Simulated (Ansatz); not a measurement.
Cost and result for the atomization energy of C₂H₇CuOS (`C[S+](C)[Cu-][OH]`) (12 atoms, 11 bonds).

```xyz
12

C    -1.5374   -0.1264    0.7485
S    -0.4818   -0.4564   -0.6717
C     0.7360   -1.5465    0.0828
Cu    0.5233    1.3778   -1.1522
O     1.3039    2.8861   -1.7037
H    -0.9676    0.3171    1.5641
H    -2.3037    0.5746    0.4200
H    -2.0101   -1.0544    1.0725
H     0.2469   -2.4643    0.4114
H     1.2326   -1.0574    0.9198
H     1.4711   -1.7832   -0.6854
H     1.7869    3.3327   -1.0061
```

The species carries charge 0 and has multiplicity 1. For Cu the d shell is correlated and the shells below it are frozen. Scalar relativity is left out up to krypton. The geometry is a stationary point of PBE0-D4/def2-TZVP. It is one conformer, not always the lowest. Program: Ansatz. All runs use 4 threads of an Arm Neoverse V2 on a shared host. Times are those of one run each, without the atoms' runs, and a repeat can differ threefold. Electronic energies, without spin–orbit coupling; frozen cores. CCSD(T)/CBS adds CCSD(T) − MP2 in def2-TZVPP to the MP2 limit, and its time is that of the two runs behind it. T1 = 0.023. With those shells the extrapolation isn't a true limit. B3LYP takes the VWN-RPA correlation (the form of Gaussian; ORCA's B3LYP/G).

CCSD(T)/CBS is a level of theory with its own doubt, some kJ/mol a heavy atom from the limit and from the frozen cores, so smaller differences don't rank the functionals.

| level | functions | wall time |
| --- | --- | --- |
| revPBE-D4/def2-TZVPP | 297 | 3.3 s |
| BLYP-D4/def2-TZVPP | 297 | 3.6 s |
| PBE0-D4/def2-TZVPP | 297 | 6 s |
| CAM-B3LYP-D4/def2-TZVPP | 297 | 6 s |
| B3LYP-D4/def2-TZVPP (with forces) | 297 | 9 s |
| PBE-QIDH/def2-TZVPP | 297 | 9.5 s |
| B2PLYP/def2-TZVPP | 297 | 12 s |
| CCSD(T)/def2-SVP | 126 | 14 s |
| B97M-V/def2-TZVPP | 297 | 16 s |
| ωB97M-V/def2-TZVPP (with forces) | 297 | 18 s |
| MP2/def2-QZVPP | 551 | 40 s |
| CCSD(T)/def2-TZVPP | 297 | 8.4 min |
| CCSD(T)/CBS(def2) | – | 9.1 min |

Q: What atomization energy does each give, and how far from CCSD(T)/CBS? (An estimate is asked.)

A: Computed: 
```tsv
level	atomization (kcal/mol)	difference from CCSD(T)/CBS	per bond
revPBE-D4/def2-TZVPP	985.1	-6.8	-0.6
BLYP-D4/def2-TZVPP	987.9	-4.0	-0.4
PBE0-D4/def2-TZVPP	984.9	-7.0	-0.6
CAM-B3LYP-D4/def2-TZVPP	988.4	-3.5	-0.3
B3LYP-D4/def2-TZVPP (with forces)	983.5	-8.4	-0.8
PBE-QIDH/def2-TZVPP	977.8	-14.1	-1.3
B2PLYP/def2-TZVPP	976.3	-15.6	-1.4
CCSD(T)/def2-SVP	922.7	-69.2	-6.3
B97M-V/def2-TZVPP	990.7	-1.2	-0.1
ωB97M-V/def2-TZVPP (with forces)	990.2	-1.7	-0.2
MP2/def2-QZVPP	999.2	7.3	0.7
CCSD(T)/def2-TZVPP	961.3	-30.6	-2.8
CCSD(T)/CBS(def2)	991.9	0.0	0.0
```

At CCSD(T), def2-SVP lies −69.1 kcal/mol from the extrapolated value and def2-TZVPP −30.5 kcal/mol: correlation converges slowly with the basis, and small sets miss more of it in the bonded molecule than in its fragments. Leaving LDA and LC-ωPBE aside and taking each functional with its dispersion term where it has one, the values, not all of them listed here, spread over 63.1 kcal/mol, from BHLYP-D4 to PBE-D4. LDA lies +137.1 kcal/mol from PBE without D4, its usual overbinding. From PBE to PBE0 (25 % exact exchange), in def2-TZVPP and without D4, the atomization energy moves by −24.6 kcal/mol: exact exchange takes away binding that semilocal exchange gives to molecules.
